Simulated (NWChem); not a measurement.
# CH3Zn cation; SMILES [Zn+][CH3]

All runs: NWChem. Pople sets run with spherical d functions. B3LYP is NWChem's, with the RPA form of VWN correlation. Each level has its own optimisation; frequencies are unscaled.

```tsv
level	r C–Zn (Å)	r C–H (Å)	highest harmonic frequency (cm⁻¹)	lowest (cm⁻¹)	zero-point energy (kcal/mol)
Hartree-Fock/3-21G	1.911	1.081	3321	587	23.8
Hartree-Fock/6-31G*	1.993	1.080	3367	514	23.7
CAM-B3LYP/def2-SVP	1.967	1.097	3236	501	22.2
B3LYP/3-21G	1.822	1.092	3185	656	22.8
PBE0/def2-SVP	1.969	1.098	3238	501	22.1
```
